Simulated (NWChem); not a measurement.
System: SiHBrF$_{2}$; SMILES F[SiH](F)Br

```xyz
5

Si     0.3722     0.9286     0.0000
F     -0.3000     1.5894    -1.2881
F     -0.3000     1.5894     1.2881
Br    -0.0344    -1.2414     0.0000
H      1.8192     1.1814     0.0000
```
Atoms are numbered in this order, from 1.

Results from NWChem. Pople sets run with spherical d functions. STO-3G and 3-21G are far too small for this property and stand as cheap habits. The geometry was optimised at B3LYP/6-31G* (spherical d). GIAO values for the isolated, static molecule; σ is the absolute isotropic shielding, δ = σ(reference) − σ with the isolated reference molecule computed at the same levels (19F: trichlorofluoromethane, 1H: tetramethylsilane, 29Si: tetramethylsilane). Spin-orbit effects, on the heavy nuclei and on their neighbours, are missing.

| level | δ Si1 (ppm) | δ F2 (ppm) | σ Br4 (ppm) | δ H5 (ppm) |
|---|---|---|---|---|
| Hartree-Fock/6-31G* | -20.5 | -88.5 | 2706.1 | 5.60 |
| BHandHLYP/pcSseg-1 | -26.3 | -121.7 | 2516.6 | 5.27 |
| B3LYP/6-311G** | [?] | [?] | [?] | 5.59 |
| Hartree-Fock/STO-3G | -2.3 | -178.1 | 3196.0 | 2.97 |
| B3LYP/6-31G* | -3.3 | -120.8 | 2533.6 | 5.87 |

Question: Fill in the missing entries.

Answer: 
- B3LYP/6-311G**, δ Si1 (ppm): -19.3
- B3LYP/6-311G**, δ F2 (ppm): -141.1
- B3LYP/6-311G**, σ Br4 (ppm): 2436.9
